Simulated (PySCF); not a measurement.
Compound: C8H9F3.
SMILES with atom numbers: `[CH2:1]=[C:2](/[CH:3]=[CH:4]/[CH3:5])[C:6](=[CH2:7])[C:8]([F:9])([F:10])[F:11]` (hydrogens: H12, H13 on C1; H14 on C3; H15 on C4; H16, H17, H18 on C5; H19, H20 on C7)

A GFN2-xTB structure was refined with PySCF 2.14.0, B3LYP/def2-SVP geometry optimisation, gas phase. Its GFN2-xTB values:

```json
{"coordinate": "C1=C2", "GFN2-xTB": "1.337 Å"}
{"coordinate": "C1–H12", "GFN2-xTB": "1.076 Å"}
{"coordinate": "C1–H13", "GFN2-xTB": "1.076 Å"}
{"coordinate": "C2–C3", "GFN2-xTB": "1.457 Å"}
{"coordinate": "C2–C6", "GFN2-xTB": "1.477 Å"}
{"coordinate": "C3=C4", "GFN2-xTB": "1.331 Å"}
{"coordinate": "C3–H14", "GFN2-xTB": "1.082 Å"}
{"coordinate": "C4–C5", "GFN2-xTB": "1.489 Å"}
{"coordinate": "C4–H15", "GFN2-xTB": "1.082 Å"}
{"coordinate": "C5–H16", "GFN2-xTB": "1.090 Å"}
{"coordinate": "C6=C7", "GFN2-xTB": "1.327 Å"}
{"coordinate": "C6–C8", "GFN2-xTB": "1.509 Å"}
{"coordinate": "C7–H19", "GFN2-xTB": "1.077 Å"}
{"coordinate": "C7–H20", "GFN2-xTB": "1.076 Å"}
{"coordinate": "C8–F9", "GFN2-xTB": "1.343 Å"}
{"coordinate": "C1–C2–C6", "GFN2-xTB": "120.2°"}
{"coordinate": "C2–C3–C4", "GFN2-xTB": "126.2°"}
{"coordinate": "C2–C6–C7", "GFN2-xTB": "124.7°"}
{"coordinate": "C3–C2–C6", "GFN2-xTB": "118.8°"}
{"coordinate": "C3–C4–C5", "GFN2-xTB": "124.1°"}
{"coordinate": "C6–C8–F10", "GFN2-xTB": "112.5°"}
{"coordinate": "C7–C6–C8", "GFN2-xTB": "119.3°"}
{"coordinate": "F9–C8–F10", "GFN2-xTB": "105.8°"}
{"coordinate": "C1–C2–C3–C4", "GFN2-xTB": "-164°"}
{"coordinate": "C1–C2–C6–C7", "GFN2-xTB": "-132°"}
{"coordinate": "C2–C6–C8–F9", "GFN2-xTB": "157°"}
```

Task: How do these coordinates change at the B3LYP/def2-SVP level?

Result: 
| coordinate | B3LYP/def2-SVP (Å or °) | change |
| --- | --- | --- |
| C2–C6 | 1.501 | +0.024 |
| C1–H12 | 1.094 | +0.018 |
| C7–H20 | 1.093 | +0.017 |
| C1–H13 | 1.092 | +0.016 |
| C7–H19 | 1.092 | +0.015 |
| C5–H16 | 1.105 | +0.015 |
| C3–H14 | 1.097 | +0.015 |
| C3=C4 | 1.345 | +0.014 |
| C4–H15 | 1.096 | +0.014 |
| C2–C3 | 1.469 | +0.012 |
| C1=C2 | 1.348 | +0.011 |
| C6=C7 | 1.337 | +0.010 |
| C4–C5 | 1.497 | +0.008 |
| C6–C8 | 1.513 | +0.004 |
| C8–F9 | 1.342 | -0.001 |
| F9–C8–F10 | 107.0 | +1.2 |
| C6–C8–F10 | 111.6 | -0.9 |
| C2–C6–C7 | 123.9 | -0.8 |
| C7–C6–C8 | 120.1 | +0.8 |
| C3–C4–C5 | 124.9 | +0.8 |
| C2–C3–C4 | 126.7 | +0.5 |
| C1–C2–C6 | 119.7 | -0.5 |
| C3–C2–C6 | 119.2 | +0.4 |
| C1–C2–C6–C7 | -104 | +28 |
| C2–C6–C8–F9 | 178 | +21 |
| C1–C2–C3–C4 | -176 | -12 |

The energy falls by 0.139 eV over 17 energy and gradient evaluations, the largest force component goes from 0.0133 to 3.1e-04 Eh/bohr, and the atoms move by 0.482 Å rms after alignment. The bond that changes most is C2–C6 (both ends fully substituted alkene carbon), which lengthens by 0.024 Å. Bonds longer at the end by more than 0.005 Å: 15 of 19; shorter: 0. Among the dihedrals that turn most is C3–C2–C6–C8, from -134° to -103°. Rotational constants go from 1927, 657.9, 591.6 to 1630, 712.6, 643.0 MHz.

The run used 199 basis functions and 123 SCF cycles in all.

No frequency check. The numbers are those of one conformer.
